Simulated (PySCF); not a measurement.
**A survey of $^{29}$Si NMR shifts**

- geometry: GFN2-xTB
- shieldings: GIAO PBE0/pcSseg-1
- code: PySCF
- a single conformation, fast rotation and ring inversion assumed for equivalent nuclei, gas phase, non-relativistic Hamiltonian

Shieldings were converted by a linear fit to measured shifts: $^{29}$Si (scatter 8.9 ppm rms, 25.8 ppm with the 6 outliers that the fit left out vs TMS, solution or neat liquid). Occasional misses reach two or three times the rms, and more in compound classes unlike the fitted ones.

Task: Give the $^{29}$Si shifts of `CO[C@@H](C)[Si@@H](N)O[SiH3]`, `CCO[SiH2]N([SiH3])[SiH3]`, `CC(=S)C[Si@@H](O)[SiH2]S`, `CC[C@@H](OC)[Si@H](N)NC`, `[SiH3]/C=C(/[SiH3])O[SiH2]N[SiH3]`, `CC[C@@H](CO)[Si@@H](N)NC`.

Result: 
```
                                                    compound                           environment  δ (ppm)
[CH3:1][O:2][C@@H:3]([CH3:4])[Si@@H:5]([NH2:6])[O:7][SiH3:8]     Si5: silicon bonded to C, N, O, H    -30.9
[CH3:1][O:2][C@@H:3]([CH3:4])[Si@@H:5]([NH2:6])[O:7][SiH3:8]         Si8: silicon bonded to O, 3 H    -45.2
          [CH3:1][CH2:2][O:3][SiH2:4][N:5]([SiH3:6])[SiH3:7]      Si4: silicon bonded to N, O, 2 H    -28.4
          [CH3:1][CH2:2][O:3][SiH2:4][N:5]([SiH3:6])[SiH3:7]  Si6/7: silicon bonded to N, 3 H (×2)    -49.6
  [CH3:1][C:2](=[S:3])[CH2:4][Si@@H:5]([OH:6])[SiH2:7][SH:8]    Si5: silicon bonded to C, O, Si, H     -2.7
  [CH3:1][C:2](=[S:3])[CH2:4][Si@@H:5]([OH:6])[SiH2:7][SH:8]     Si7: silicon bonded to S, Si, 2 H    -66.7
                                     CC[C@@H](OC)[Si@H](N)NC           silicon bonded to C, 2 N, H    -33.4
 [SiH3:1]/[CH:2]=[C:3](/[SiH3:4])[O:5][SiH2:6][NH:7][SiH3:8]      Si6: silicon bonded to N, O, 2 H    -32.6
 [SiH3:1]/[CH:2]=[C:3](/[SiH3:4])[O:5][SiH2:6][NH:7][SiH3:8]         Si8: silicon bonded to N, 3 H    -58.4
 [SiH3:1]/[CH:2]=[C:3](/[SiH3:4])[O:5][SiH2:6][NH:7][SiH3:8]         Si4: silicon bonded to C, 3 H    -69.4
 [SiH3:1]/[CH:2]=[C:3](/[SiH3:4])[O:5][SiH2:6][NH:7][SiH3:8]         Si1: silicon bonded to C, 3 H    -82.3
                                    CC[C@@H](CO)[Si@@H](N)NC           silicon bonded to C, 2 N, H    -19.8
```
